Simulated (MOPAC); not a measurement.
Input for MOPAC: PM7 on HBr (SMILES Br).

```
PM7 1SCF PRECISE CHARGE=0 THREADS=1
BrH

Br     0.40583595 1     0.01164975 1     3.60684221 1
H      0.33773281 1    -0.00472092 1     2.09487506 1
```

Program output:

```
*******************************************************************************
 **                                                                           **
 **                              MOPAC v23.2.5                                **
 **                                                                           **
 *******************************************************************************
 ** MOPAC's Digital Object Identifier: https://doi.org/10.5281/zenodo.6511958 **
 **                                                                           **
 ** Please cite the open-source release paper for use of this MOPAC version:  **
 ** J. E. Moussa and J. J. P. Stewart (2026)                                  **
 ** MOPAC: An open-source semiempirical molecular orbital program             **
 ** J. Open Source Softw., 11(119), 8025, https://doi.org/10.21105/joss.08025 **
 *******************************************************************************

                              PM7 CALCULATION RESULTS

 *******************************************************************************
 *  PM7        - The PM7 Hamiltonian to be used
 *
 *
 *
 *                 CHARGE ON SYSTEM = 0
 *
 *
 *
 *  PRECISE    - TIGHTER CRITERIA TO BE USED
 *  1SCF       - DO 1 SCF AND THEN STOP
 *  THREADS=1  - MULTI-THREADING NOT USED
 *  T=         - A TIME OF 172800.0 SECONDS REQUESTED
 *  DUMP=N     - RESTART FILE WRITTEN EVERY 7200.0 SECONDS REQUESTED
 *******************************************************************************
PM7 1SCF PRECISE CHARGE=0 THREADS=1
 BrH

   ATOM   CHEMICAL          X               Y               Z
  NUMBER   SYMBOL      (ANGSTROMS)     (ANGSTROMS)     (ANGSTROMS)

     1      Br          0.40583595  *   0.01164975  *   3.60684221  *
     2       H          0.33773281  *  -0.00472092  *   2.09487506  *



          CARTESIAN COORDINATES

    NO.       ATOM           X           Y           Z

     1        Br          0.4058      0.0116      3.6068
     2         H          0.3377     -0.0047      2.0949

 General Reference for PM7:
 "Optimization of Parameters for Semiempirical Methods VI: More Modifications to the
 NDDO Approximations and Re-optimization of Parameters", J. J. P. Stewart, J. Mol. Mod., 1:32, 19 (2013)
 https://link.springer.com/article/10.1007/s00894-012-1667-x

           Empirical Formula: H Br  =     2 atoms



      MOLECULAR POINT GROUP   :   C*v


      RHF CALCULATION, NO. OF DOUBLY OCCUPIED LEVELS = 4


 -------------------------------------------------------------------------------
 PM7 1SCF PRECISE CHARGE=0 THREADS=1
 BrH



     1SCF WAS SPECIFIED, SO BFGS WAS NOT USED
     SCF FIELD WAS ACHIEVED


                              PM7 CALCULATION
                                                       MOPAC v23.2.5 Linux




          FINAL HEAT OF FORMATION =         -3.32509 KCAL/MOL =     -13.91218 KJ/MOL


          COSMO AREA              =         60.97 SQUARE ANGSTROMS
          COSMO VOLUME            =         44.77 CUBIC ANGSTROMS

          IONIZATION POTENTIAL    =         10.661370 EV
          HOMO LUMO ENERGIES (EV) =        -10.661  1.549
          NO. OF FILLED LEVELS    =          4
          MOLECULAR WEIGHT        =         80.9119         POINT GROUP:  C*v

          MOLECULAR DIMENSIONS (Angstroms)

            Atom       Atom       Distance
            H     2   Br     1     1.51359
            H     2   Br     1     0.00000
           Br     1    H     2     0.00000


          SCF CALCULATIONS        =          1





   ATOM   CHEMICAL          X               Y               Z
  NUMBER   SYMBOL      (ANGSTROMS)     (ANGSTROMS)     (ANGSTROMS)

     1      Br          0.40583595  *   0.01164975  *   3.60684221  *
     2       H          0.33773281  *  -0.00472092  *   2.09487506  *

                             CARTESIAN COORDINATES

   1   Br        0.405835950     0.011649750     3.606842210
   2    H        0.337732810    -0.004720920     2.094875060


           Empirical Formula: H Br  =     2 atoms



      MOLECULAR POINT GROUP   :   C*v


                  EIGENVALUES
 -25.70888 -14.02264 -10.66137 -10.66137   1.54854 258.89577 259.01575 259.01575
 260.03844 260.03844


              NET ATOMIC CHARGES AND DIPOLE CONTRIBUTIONS

  ATOM NO.   TYPE          CHARGE      No. of ELECS.   s-Pop       p-Pop       d-Pop
    1         Br          -0.192708        7.1927     1.94690     5.24434     0.00147
    2          H           0.192708        0.8073     0.80729
 DIPOLE           X         Y         Z       TOTAL
 POINT-CHG.    -0.063    -0.015    -1.400     1.401
 HYBRID        -0.015    -0.004    -0.324     0.325
 SUM           -0.078    -0.019    -1.724     1.726


          ATOMIC ORBITAL ELECTRON POPULATIONS

     Atom    s        px        py        pz      x^2-y^2     xz        z^2       yz        xy
    1 Br   1.94690   1.99838   1.99982   1.24615   0.00000   0.00010   0.00127   0.00009   0.00000
    2  H   0.80729

 **********************
 *                    *
 * JOB ENDED NORMALLY *
 *                    *
 **********************




 == MOPAC DONE ==
```

The run finished.

Cost: about 0.020 core-seconds (a rough figure).
